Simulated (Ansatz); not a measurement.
Basis-set extrapolation for C$_{2}$H$_{7}$NSi, SMILES `C[SiH2]C=N` (PBE0-D4/def2-TZVP geometry, frozen core, Ansatz 0.2.0). Multiplicity 1, RHF reference.

```csv
,def2-TZVPP,def2-QZVPP
HF,-423.238350,-423.253765
MP2 correlation,-0.667174,-0.711908
CCSD(T) correlation,-0.742201,not run
```

Energies in hartree. Use E(X) = E(∞) + A·exp(−7.88·√X) for Hartree–Fock and E(X) = E(∞) + B·X^(−2.97) for correlation, with X = 3 and 4, and add CCSD(T) minus MP2 of the smaller set to the MP2 limit.

**Question.** What is the CCSD(T) energy at the basis-set limit?

**Answer.** HF limit: -423.253765 + (-0.015415) × 0.13774 = -423.25589. MP2 limit: -0.711908 + (-0.044734) × 0.74074 = -0.74504. Higher-order term: -0.742201 − (-0.667174) = -0.07503. Total: -424.07596 hartree, 250.5 kJ/mol below CCSD(T)/def2-TZVPP.
